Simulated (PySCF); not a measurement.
Exercise with solution: oscillator strength and radiative lifetime

Nb(O)(F)(Me)2 (C2H6FNbO), SMILES [CH3][Nb]([CH3])(=[O])[F], multiplicity 1.

Geometry optimised at PBE0-D3(BJ)/def2-SVP. The spin state was assumed, not searched. The def2 effective core potentials stand for the cores of Nb; spin–orbit coupling is left out.

PySCF with TDDFT-M06-2X/def2-SVPD puts the first singlet state with f over 0.02 at 5.53 eV (vertical), with the transition dipole (0.000, 0.000, 0.477) in atomic units.

Problem. Find the oscillator strength, the wavelength and the radiative lifetime that this transition would have in vacuum if emission retraced absorption.

Solution. 
|μ|² = 0.2275 au, so |μ| = 1.21 D. ΔE = 5.53/27.211 = 0.2032 hartree. f = (2/3) ΔE |μ|² = 0.031 (the program prints 0.031).
λ = 1239.84/5.53 = 224 nm; ν = 44602 cm⁻¹.
Einstein's coefficient A = 0.6670 ν² f s⁻¹ (ν in cm⁻¹) = 4.1e7 s⁻¹, so τ = 1/A = 24 ns. This state is S4; the lower singlets have f = 0.002, 0.008, 0.009. The figure is the radiative limit of this one transition; relaxation, internal conversion, crossing to triplets and a medium change what is measured.
